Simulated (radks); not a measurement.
Results of a calculation; reference values are marked as such.
Effect of the nuclear size on neutral scandium, [Ar] 3d1 4s2. Code: a radial shooting solver on a logarithmic mesh with Libxc functionals. Model: Dirac Kohn-Sham, PBE, spin-unpolarised, spherical densities, finite nucleus; open shells fill j = l - 1/2 first; Fermi nuclear charge, rms radius 3.5459 fm. The rms radius is varied about that value; shifts are against it.

[
 {"rms radius (fm)": "3.1452", "total energy shift (eV)": "-0.00828", "density at nucleus (e/bohr^3)": "7287", "1s1/2 shift (meV)": "-3.49", "2s1/2 shift (meV)": "-0.284", "3s1/2 shift (meV)": "-0.035"},
 {"rms radius (fm)": "3.2941", "total energy shift (eV)": "-0.00532", "density at nucleus (e/bohr^3)": "7277", "1s1/2 shift (meV)": "-2.24", "2s1/2 shift (meV)": "-0.182", "3s1/2 shift (meV)": "-0.022"},
 {"rms radius (fm)": "3.5459", "total energy shift (eV)": "0", "density at nucleus (e/bohr^3)": "7262", "1s1/2 shift (meV)": "0.000", "2s1/2 shift (meV)": "0.000", "3s1/2 shift (meV)": "0.000"},
 {"rms radius (fm)": "3.7516", "total energy shift (eV)": "0.00463", "density at nucleus (e/bohr^3)": "7251", "1s1/2 shift (meV)": "1.95", "2s1/2 shift (meV)": "0.158", "3s1/2 shift (meV)": "0.019"},
 {"rms radius (fm)": "4.2728", "total energy shift (eV)": "0.0175", "density at nucleus (e/bohr^3)": "7224", "1s1/2 shift (meV)": "7.38", "2s1/2 shift (meV)": "0.599", "3s1/2 shift (meV)": "0.073"}
]

Slopes of the eigenvalues against <r^2> in GHz/fm^2, as finite differences over the two radii next to the reference (eigenvalue slopes, not the field-shift constants of lines): 1s1/2 315, 2s1/2 25.5, 3s1/2 3.12.
